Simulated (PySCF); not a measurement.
A species of formula C10H10S has this rotational fingerprint, computed with PBE0/pcSseg-1 in PySCF (dipole) on a GFN2-xTB geometry, gas phase:

- Rotational constants: A = 1164, B = 804.2, C = 478.5 MHz
- Dipole components: |μa| = 0.44 D, |μb| = 0.64 D, |μc| = 0.06 D
- Inertial defect: -6.48 u·Å²
- κ: -0.05

Problem. Which candidate fits, each taken in the one conformer that was computed?
A. `[CH:1]1=[CH:2][S:3][C@@H:4]([c:5]2[cH:6][cH:7][cH:8][cH:9][cH:10]2)[CH2:11]1` with S3–C4–C5–C6 -117°, C1–C2–S3–C4 -6°, C2–S3–C4–C5 -113°, S3–C4–C11–C1 -12°, C2–C1–C11–C4 9°
B. `[CH3:1][C:2]#[C:3][c:4]1[cH:5][cH:6][cH:7][cH:8][c:9]1[S:10][CH3:11]` with C8–C9–S10–C11 2°

Solution. B. It is CC#Cc1ccccc1SC, an asymmetric top. The candidates at the same level (rigid rotor, commonest isotopes):

```json
{"SMILES": "C1=CS[C@@H](c2ccccc2)C1", "A (MHz)": "2248", "B (MHz)": "626.5", "C (MHz)": "606.9", "μa (D)": "0.25", "μb (D)": "0.72", "μc (D)": "1.37", "Δ (u·Å²)": "-198.68", "point group": "C1", "rotor": "near-prolate asymmetric top"}
{"SMILES": "CC#Cc1ccccc1SC", "A (MHz)": "1164", "B (MHz)": "804.2", "C (MHz)": "478.5", "μa (D)": "0.44", "μb (D)": "0.64", "μc (D)": "0.06", "Δ (u·Å²)": "-6.48", "point group": "near Cs", "rotor": "asymmetric top"}
```

`C1=CS[C@@H](c2ccccc2)C1` has A 93 % too high. No structure here is proved a minimum.
